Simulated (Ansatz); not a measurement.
hydrogen peroxide (H$_{2}$O$_{2}$), singlet, at a GFN2-xTB geometry; R2SCAN/6-311G** in Ansatz (a first-principles code).

The Ansatz input:
Ansatz 0.2 input:
```yaml
crystal:
  periodic: [false, false, false]
  atoms:
    - {symbol: O, position_ang: [-0.02311961, 0.70996455, -0.01256427]}
    - {symbol: O, position_ang: [0.02311961, -0.70996455, 0.01256427]}
    - {symbol: H, position_ang: [0.91389752, 0.94248526, -0.03262698]}
    - {symbol: H, position_ang: [-0.91389752, -0.94248526, 0.03262698]}
basis:
  gaussian:
    orbitals: 6-311G__.json
hamiltonian:
  xc: r2scan
```
The basis file holds 6-311G** in the JSON format of the Basis Set Exchange.

Question: Predict the main parts of the log of this Ansatz run.

Answer: 
```
Functional definition: r2SCAN
410 factors; their error is unknown
mean field evaluation 1: about -4120.4833 eV, gradient 3.9e1 eV
mean field evaluation 2: about -4119.2223 eV, gradient 4.8e1 eV
mean field evaluation 4: about -4122.9208 eV, gradient 3.6e-1 eV
mean field evaluation 8: about -4122.8867 eV, gradient 3.7e-3 eV
mean field -4122.88667972 eV, -151.5132908867 hartree, gradient 1.5e-5 eV, S^2 0.000000; 0 other end points of the search recorded, 0 dependent functions left out
reference -4122.88668530 eV, -151.5132910917 hartree; 9, 9 occupied and 39, 39 virtual orbitals, 410 factors
Total energy: -4122.88668530 eV, -151.5132910917 hartree
```
